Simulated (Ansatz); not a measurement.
A run for Ansatz (an electronic-structure program): R-CCSD(T)/cc-pV(D+d)Z on silylphosphine (SMILES [SiH3]P), a point of a torsion scan. Files ending in .json are basis or fitting sets from the Basis Set Exchange.

Ansatz 0.2 input:
```yaml
crystal:
  periodic: [false, false, false]
  atoms:
    - {symbol: Si, position_ang: [-0.83423162, 0.04428942, -0.03850607]}
    - {symbol: P, position_ang: [1.38986295, -0.24154818, -0.03507225]}
    - {symbol: H, position_ang: [-1.48661871, -0.88133124, -0.96582109]}
    - {symbol: H, position_ang: [-1.16496065, 1.41717459, -0.42091847]}
    - {symbol: H, position_ang: [-1.28787196, -0.22192712, 1.32566818]}
    - {symbol: H, position_ang: [1.67260076, 0.82559021, -0.86713583]}
    - {symbol: H, position_ang: [1.42483177, -1.13987838, -1.08495694]}
basis:
  gaussian:
    orbitals: cc-pV_D+d_Z.json
magnetization: {spin_polarized: false}
correlation: {method: ccsd_t, electrons: outside_noble_gas}
scf: {lower_state_search: off}
```

Q: Predict the final total energy.

A: -632.8681 hartree (reference determinant -632.5799, T1 diagnostic 0.012).
